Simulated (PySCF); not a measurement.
Si(H)(Me)(OH)(OMe) (C2H8O2Si), SMILES CO[SiH](C)O.

The structure is a stationary point at PBE-D3(BJ)/def2-SVP. One conformer was computed; it need not be the lowest.

Two levels are set side by side: TDDFT-PBE/def2-SVPD (PySCF) and TDDFT-ωB97X/def2-SVPD (PySCF). Vertical, same geometry. The lowest singlet is HOMO→LUMO 99 % with PBE and HOMO→LUMO 75 % with the other functional; states are paired by order. Differences are taken from unrounded values.

```tsv
quantity	TDDFT-PBE
lowest singlet excitation (eV)	6.10
lowest triplet excitation (TDA) (eV)	5.96
```

### Question
These are the TDDFT-PBE values. What does TDDFT-ωB97X give? (Estimate from the structure and the level; the computed values follow.)

### Answer

```csv
quantity,TDDFT-ωB97X,TDDFT-PBE minus TDDFT-ωB97X
lowest singlet excitation (eV),7.87,-1.77
lowest triplet excitation (TDA) (eV),7.69,-1.73
```

A lower first singlet is the usual sign of a functional without exact exchange. Differences between two approximate levels are no errors against the true value.

Rough cost on one machine, each run with all the roots and properties that it gave: TDDFT-ωB97X against TDDFT-PBE about 9 times.
